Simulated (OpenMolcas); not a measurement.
**V3+: moving the ligands**

V3+ with its 6 nearest chloride ions at 2.477 Å, on the Y site of Cs2NaYCl6 (a = 10.7396 Å, distance in the model lattice 2.619 Å). The rest of the host is ab initio model potentials to 7.6 Å, with orthogonalisation functions on the cations behind the ligands, and point charges beyond; the distance is set by hand and nothing relaxes. Ligand basis ANO-RCC-VDZP.

```
Program             : OpenMolcas 26.06
Method              : SS-CASPT2, IPEA 0.25 Eh, imaginary shift 0.1 Eh (closed shells correlated: 3s 3p and the ligand valence shells)
Basis               : ANO-RCC-VTZP [6s5p3d2f1g]
Scalar Hamiltonian  : DKH2, point nucleus
Active space        : 2 electrons in 5 orbitals (3d)
State averaging     : 2S+1 = 3 even, 10 roots; 2S+1 = 1 even, 15 roots
Spin-orbit coupling : RASSI with atomic mean-field integrals over the reference wave functions
```

Runs around this geometry, states (labels of O, the rotations of Oh). Energies in cm-1 above the lowest state or level, χT in cm3 K/mol; under a threefold ground state the first gap can be a small split of the lowest multiplet, not the spin-orbit step; 10Dq and B are least-squares fits to the states below 45000 cm-1, weighted by degeneracy, with a free offset, and given where the rms deviation is under 5 % of |10Dq| (or 100 cm-1) and under 700 cm-1.

| R (Å) | Ground state | First state of that spin | 10Dq | B (rms of fit) | First gap with spin-orbit (degeneracies) | χT at 300 K | First state of another spin |
| --- | --- | --- | --- | --- | --- | --- | --- |
| 2.4 | 3T1 | 3T2 12660 | 13766 | 717 (210) | 5 (2, 3) | 0.906 | 1T2 9280 |
| 2.477 | 3T1 | 3T2 11040 | 12085 | 733 (263) | 6 (2, 3) | 0.905 | 1T2 9390 |
| 2.619 | 3T1 | 3T2 8690 | 9652 | 751 (329) | 8 (2, 3) | 0.903 | 1T2 9410 |

Taking |10Dq| as R^-n, n = -ln(9652 / 13766) / ln(2.619 / 2.4) = 4.1 between the shortest and longest distance. The point-charge formula for a cubic d site gives n = 5.

Roots that are degenerate in the reference are averaged as groups; the widest CASPT2 spread within a group is 120 cm-1 (the 3-fold group of multiplicity 3 near 0 cm-1 above the lowest state of its run, R = 2.619). Shifts and gaps below about the spread of the groups concerned are not significant. Over all roots computed the reference weight is 0.66 to 0.68 in R = 2.4, 0.66 to 0.68 in R = 2.477, 0.66 to 0.68 in R = 2.619; a low but even weight reflects the number of correlated electrons. An orbital triplet at a regular site is open to Jahn-Teller coupling, which can distort the site and quench the lowest spin-orbit gaps and is left out. Ligand-to-metal charge-transfer states are missing. With no ligand orbital active B as a rule stays too high, so bands that hang on it stand too high and its fall with covalency is understated. With one d shell and no ligand orbital active, 10Dq can be off by a tenth or more. Free-ion shares, where given, are those of the reference states; single-state CASPT2 does not remix them (holds for R = 2.619). No measured value stands beside these numbers; the geometry was set by hand and not optimised.
